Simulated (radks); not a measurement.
Values are calculated unless marked as measured or tabulated.
Neutral rubidium inside a hard spherical wall (all orbitals vanish at R), configuration held at [Kr] 5s1 and not refilled when levels cross. Level of theory: scalar-relativistic Kohn-Sham, PBE, spin-unpolarised, spherical densities, finite nucleus; Fermi nuclear charge, rms radius 4.2036 fm (a radial shooting solver on a logarithmic mesh with Libxc functionals). Eigenvalues in eV, with the zero of energy where the potential of the charges vanishes at infinity; a dash marks a level that is unbound or too diffuse for the functional's potential to be trusted. A positive occupied level is held by the wall or, in an anion where self-interaction has pushed it up, behind a barrier. The pressure on the wall is -dE/dV.

R (bohr)  E (hartree)  kinetic (hartree)    e(3d)    e(4s)    e(4p)   e(5s)  e(5p, empty)  e(6s, empty)  pressure (GPa)
free      -2981.16903           3053.142  -103.96  -31.893  -15.964  -2.231        -0.749             -               0
20        -2981.16903           3053.142  -103.96  -31.892  -15.964  -2.231        -0.742         0.112        < 0.0001
12        -2981.16751           3053.153  -103.83  -31.757  -15.831  -2.122        -0.430         1.873          0.0177
8         -2981.14457           3053.252  -103.04  -30.997  -15.092  -1.127         1.429         8.258           0.618
5         -2980.93059           3053.984  -100.38  -28.658  -12.866   5.446        11.250        35.228            20.3
3         -2978.64215           3062.257  -84.745  -16.970   -0.203  49.354        63.706        152.45            1010
2         -2966.33986           3099.453  -45.508   23.708   46.774  196.12        219.37        461.11           17800
1.5       -2934.94543           3184.368    9.009   115.56   147.66  469.42        494.62        977.94          122000
